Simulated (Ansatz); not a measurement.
Program: Ansatz. Geometries: PBE0-D4/def2-TZVP. ΔE: electronic, gas phase. CCSD(T)/CBS is the MP2 limit (def2-TZVPP, def2-QZVPP) plus CCSD(T) − MP2 in def2-TZVPP, frozen cores. Functionals use def2-TZVPP. HSE06 is defined as in plane-wave codes. One conformer a species, not always the lowest.

Consider the substitution at a C–Al bond: `[CH3][Al]1[CH2][SiH2]1` + `[OH][Al]([OH])[OH]` → `C[O][Al]([OH])[OH]` + `[CH2]1[AlH][SiH2]1`.

`[CH3][Al]1[CH2][SiH2]1`:

Cartesian coordinates in Å:
```
C 2.334 -0.328 0.032
Al 0.398 -0.177 0.132
C -1.109 0.820 -0.601
Si -1.863 -0.471 0.615
H 2.630 -0.689 -0.959
H 2.798 0.654 0.167
H 2.742 -1.009 0.781
H -1.114 1.818 -0.141
H -1.492 0.900 -1.618
H -2.743 0.040 1.704
H -2.580 -1.559 -0.111
```

`[OH][Al]([OH])[OH]`:

Z-matrix (Å, degrees):
```
Al
O 1 1.689
O 1 1.689 2 120.0
O 1 1.689 2 120.0 3 -180.0
H 2 0.955 1 122.4 3 0.0
H 3 0.956 1 122.5 2 -180.0
H 4 0.956 1 122.4 2 0.0
```

`C[O][Al]([OH])[OH]`:

Cartesian coordinates in Å:
```
C 1.211 -1.323 0.365
O 0.272 -0.676 -0.447
Al -0.680 0.694 -0.274
O -1.724 1.174 -1.512
O -0.588 1.594 1.152
H 1.352 -0.818 1.327
H 2.180 -1.366 -0.143
H 0.890 -2.351 0.564
H -1.802 0.689 -2.331
H -1.110 2.381 1.298
```

`[CH2]1[AlH][SiH2]1`:

Z-matrix (Å, degrees):
```
C
Si 1 1.924
Al 1 1.951 2 73.8
H 1 1.089 2 119.6 3 126.4
H 1 1.098 2 111.0 3 -105.5
H 2 1.489 1 112.6 3 -109.3
H 2 1.489 1 117.3 3 122.4
H 3 1.581 1 142.0 2 178.7
```

```tsv
level	ΔE (kJ/mol)
HSE06-D4	107.8
HF/def2-QZVPP	88.2
```

(1) What does CCSD(T)/CBS give? (Estimate.)

(2) What do rigid-rotor, harmonic-oscillator terms from PBE0-D4/def2-TZVP frequencies (298.15 K, 1 bar) make of the CCSD(T)/CBS value? (An estimate is asked.)

Largest T1 diagnostic among the species: 0.013.

## Answers

(1) Ansatz gave: +111.0 kJ/mol. The listed levels differ from it by -3.2, -22.8 kJ/mol.

(2) The calculation gave: ΔZPE = -2.0 kJ/mol, ΔH = +108.3 kJ/mol, ΔS = 3 J/(mol·K), ΔG = +107.5 kJ/mol. Modes under 50 cm⁻¹ make the entropy rough.

At CCSD(T), def2-SVP lies −24.9 kJ/mol from the extrapolated value and def2-TZVPP −3.2 kJ/mol. In def2-TZVPP, CCSD(T) changes the Hartree–Fock value by +19.1 kJ/mol (the triples alone add +2.3 kJ/mol) and MP2 by +27.7 kJ/mol. Leaving LDA and LC-ωPBE aside and taking each functional with its dispersion term where it has one, the values, not all of them listed here, spread over 11.2 kJ/mol, from BHLYP-D4 to PBE-QIDH.
